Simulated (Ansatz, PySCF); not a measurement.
Potential energy curve for SMILES [F][Y]([F])[F] (F3Y). The Y1–F4 bond (Y1 also carries F, F; F4 carries nothing else) is stretched with both fragments frozen at the PBE0/def2-TZVP, def2 effective core potentials past Kr optimised geometry. Each curve is given relative to its own lowest point near equilibrium.

```
R / Å      A      B      C
-----  -----  -----  -----
1.66    58.0   58.0   46.8
1.78    21.2   21.2   16.2
1.86     8.3    8.3    5.9
1.95     1.4    1.4    0.7
2.00     0.1    0.1    0.0
2.04     0.0    0.0    0.3
2.12     1.8    1.8    2.5
2.28    10.6   10.6   11.6
2.39    18.6   18.6   19.6
2.66    40.0   40.0   41.0
2.93    60.1   60.1   61.5
3.25    80.8   80.8   82.7
3.67   102.2  102.3  105.2
4.20   116.6  121.1  124.9
4.84   125.5  135.0  137.2
5.72   131.5  145.7  145.3
```

Energies in kcal/mol.

Which curve belongs to which method? The methods are restricted B3LYP/LANL2DZ, with its core potentials past Ne run with PySCF 2.14.0; unrestricted B3LYP/LANL2DZ, with its core potentials past Ne in PySCF; unrestricted CAM-B3LYP/def2-TZVP, def2 effective core potentials past Kr in Ansatz (a first-principles code).

A is UKS-B3LYP/LANL2DZ; B is RKS-B3LYP/LANL2DZ; C is UKS-CAM-B3LYP.

The restricted form behind RKS-B3LYP/LANL2DZ keeps the bonding electrons paired and can't separate into open-shell fragments. The unrestricted determinant behind UKS-CAM-B3LYP is spin-contaminated at 4.20 to 5.72 Å (<S²> up to 0.7, against 0.00 for a pure singlet). The unrestricted determinant behind UKS-B3LYP/LANL2DZ is spin-contaminated at 3.67 to 5.72 Å (<S²> up to 0.7, against 0.00 for a pure singlet).
